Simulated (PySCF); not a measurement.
AlH₄NO₂, SMILES [NH2][Al]([OH])[OH].

Coordinates come from a B3LYP-D3(BJ)/def2-SVP optimisation. Other conformers were not sampled.

Computed with PBE/def2-TZVPD in PySCF.

Gas-phase values at a fixed geometry.

Computed frontier levels, gap, dipole moment and polarisability:
| Property | Result |
|---|---|
| highest occupied level | -6.00 eV |
| lowest empty level | -1.45 eV |
| orbital gap | 4.55 eV |
| dipole moment | 1.56 D |
| quadrupole, principal values (traceless, Buckingham form, about the centre of nuclear charge) | -3.36, -2.81, 6.17 D·Å |
| mean static polarisability | 45.0 bohr³ (6.66 Å³) |
| polarisability, principal values | 41.1, 45.1, 48.6 bohr³ |
